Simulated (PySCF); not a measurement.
One molecule, one basis, several functionals.

Species: C2H7BNP.
Atom-mapped SMILES: `[CH3:1][C:2]#[N+:3][BH2-:4][PH2:5]` (hydrogens: H6, H7, H8 on C1; H9, H10 on B4; H11, H12 on P5)

Torsions of this conformer, `[CH3:1][C:2]#[N+:3][BH2-:4][PH2:5]`: H–P5–B4–N3 47°, H–P5–B4–N3 -48°.

PySCF, pcSseg-2 basis, density fitting, gas phase, PBE0-D3(BJ)/def2-SVP geometry. One functional is left out:

| functional | exact exchange (%) | HOMO energy (eV) | LUMO energy (eV) | dipole moment (D) |
| --- | --- | --- | --- | --- |
| B97-D | 0 | -5.14 | -1.64 | 7.793 |
| BLYP | 0 | -5.04 | -1.58 | 7.689 |
| BP86 | 0 | -5.30 | -1.77 | 7.754 |
| LDA | 0 | -5.31 | -1.86 | 7.739 |
| OPBE | 0 | -5.19 | -1.63 | 7.808 |
| PBE | 0 | -5.21 | -1.69 | 7.734 |
| B97-2 | 21 | -5.96 | -0.84 | 8.229 |
| PBE0 | 25 | -6.19 | -0.77 | 8.279 |
| mPW1PW91 | 25 | -6.21 | -0.80 | 8.274 |
| BHandHLYP | 50 | -7.07 | 0.06 | 8.684 |

Problem. Predict the row of B3LYP (20 % exact exchange) by straight lines through the other rows, and check it.

Solution. 
| property | line | computed | computed − line | B97-2 (21 %), for comparison |
| --- | --- | --- | --- | --- |
| HOMO energy (eV) | -5.96 | -5.99 | -0.03 | -5.96 |
| LUMO energy (eV) | -0.97 | -1.01 | -0.04 | -0.84 |
| dipole moment (D) | 8.152 | 8.141 | -0.011 | 8.229 |
